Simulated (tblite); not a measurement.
Question: What does the GFN2-xTB structure of `C(O[SiH2])C(O)=O` [radical] look like in three dimensions? (Doublet state.)

Answer: 
Z-matrix in Å and degrees, rows numbered from 1:
```
O 
C   1  1.2026
O   2  1.3378  1  123.14
C   2  1.5123  1  125.32  3   178.58
O   4  1.4179  2  107.67  1  -102.07
Si  5  1.6135  4  128.52  2  -176.83
H   3  0.9705  2  110.42  1     3.01
H   4  1.0940  2  109.75  1   138.67
H   4  1.0934  2  109.48  1    17.50
H   6  1.4562  5  113.44  4    64.40
H   6  1.4556  5  113.59  4   -66.37
```

Si6 (silicon bonded to O and 2 H) is pyramidal (angles 113.6°, 113.4° and 112.9°, sum 340.0°, 0.40 Å off the plane of its three neighbours). The C–O distances run from 1.203 Å (O1=C2, drawn double) to 1.418 Å (C4–O5, drawn single), a spread of 0.215 Å. C2 (carbon bonded to C and 2 O) is planar (angles 125.3°, 123.1° and 111.5°, sum 360.0°, 0.01 Å off the plane of its three neighbours).

Structure optimised with GFN2-xTB, isolated species. This method treats the open shell by occupation alone, without spin polarisation.

Point group: C1 (no symmetry element, even within 0.4 Å). Its lowest GFN2-xTB frequency is 14 cm⁻¹, too small to tell a flat minimum from a shallow saddle. Torsions: O1–C2–O3–H 3°, O1–C2–C4–O5 -102°, C2–C4–O5–Si6 -177°, C4–O5–Si6–H 64° and -66°. 2 starts were optimised and ended at 0.00 and 0.63 kcal/mol (GFN2-xTB); the lowest of these is shown.

The run took 0.31 s wall on an Arm Neoverse V2 with one thread, shared host. That covers the optimisation of the geometry.

One conformer stands for the species.

The numbers are calculated, not measured.
